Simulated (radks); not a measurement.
Values are calculated unless marked as measured or tabulated.
Ionisation of neutral helium, [He], to He+, 1s1, under several functionals. Scalar-relativistic Kohn-Sham, spin-polarised, spherical densities, finite nucleus; open shells are filled with parallel spins first; a radial shooting solver on a logarithmic mesh with Libxc functionals.

| functional | E(He) (hartree) | Exc (hartree) | IE (eV) | -e(HOMO) (eV) | <r> HOMO (bohr) | IE error (eV) |
|---|---|---|---|---|---|---|
| PBEsol | -2.85786 | -1.00435 | 24.169 | 15.499 | 0.9512 | -0.419 |
| PBE | -2.89307 | -1.04623 | 24.468 | 15.764 | 0.9458 | -0.119 |
| Wu-Cohen GGA | -2.87157 | -1.02177 | 24.216 | 15.612 | 0.9476 | -0.371 |
| MS2 meta-GGA | -2.91273 | -1.07288 | 24.648 | 16.439 | 0.9355 | +0.061 |
| TASK exchange with Perdew-Wang LDA correlation | -2.97959 | -1.14806 | 25.847 | 17.487 | 0.9268 | +1.259 |
| revPBE | -2.90810 | -1.06434 | 24.629 | 15.794 | 0.9431 | +0.042 |
| BP86 | -2.90648 | -1.06147 | 24.861 | 15.890 | 0.9424 | +0.273 |
| PW91 | -2.90014 | -1.05452 | 24.579 | 15.872 | 0.9450 | -0.009 |

NIST Atomic Spectra Database: 24.587 eV (measured). Closest: PW91. The Delta-SCF values span 1.68 eV, the total energies 0.12 hartree. The highest occupied level is 1s.
